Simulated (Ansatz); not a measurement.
Basis-set extrapolation for CH10B2Si2 (`B[SiH2]B[SiH2]C`) (PBE0-D4/def2-TZVP geometry, frozen core, the Gaussian-basis code of Ansatz). Multiplicity 1, RHF reference.

```tsv
	def2-TZVPP	def2-QZVPP
HF	-670.908405	-670.930436
MP2 correlation	-0.627075	-0.668778
CCSD(T) correlation	-0.738418	not run
```

Energies in hartree. Use E(X) = E(∞) + A·exp(−7.88·√X) for Hartree–Fock and E(X) = E(∞) + B·X^(−2.97) for correlation, with X = 3 and 4, and add CCSD(T) minus MP2 of the smaller set to the MP2 limit.

What is the CCSD(T) energy at the basis-set limit?

HF limit: -670.930436 + (-0.022031) × 0.13774 = -670.93347. MP2 limit: -0.668778 + (-0.041703) × 0.74074 = -0.69967. Higher-order term: -0.738418 − (-0.627075) = -0.11134. Total: -671.74448 hartree, 256.4 kJ/mol below CCSD(T)/def2-TZVPP.
